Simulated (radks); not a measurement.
Q: These are the eigenvalues of the occupied orbitals of an atom or ion with whole-number occupations (hartree). Calculated with a radial shooting solver on a logarithmic mesh with Libxc functionals: Dirac Kohn-Sham, SOGGA, spin-unpolarised, spherical densities, point nucleus.

orbital  eigenvalue
1s1/2     -2471.790
2s1/2     -424.6034
2p1/2     -405.8020
2p3/2     -359.1453
3s1/2     -97.44361
3p1/2     -89.09163
3p3/2     -79.04826
3d3/2     -64.94882
3d5/2     -62.76088
4s1/2     -20.05197
4p1/2     -16.61075
4p3/2     -14.29537
4d3/2      -8.64233
4d5/2      -8.21701
5s1/2      -2.92459
5p1/2      -1.92906
5p3/2      -1.60767
4f5/2      -1.19235
4f7/2      -1.11952
6s1/2      -0.41970
5d3/2      -0.38916

Which element is it, and in what charge state? The configuration may be excited. Open shells, if any, fill j = l - 1/2 first.

A: Z = 73, tantalum, charge +1: Ta+ in [Xe] 4f14 5d3 6s1. The list shows which subshells hold electrons but not how many an open one holds; the 1s level, -2471.8 hartree, gives Z - s = 70.3 by -(Z - s)^2/2, which with screening and relativity narrows Z to a few neighbours, and the depths of the outer levels then fix element, charge and occupations together.
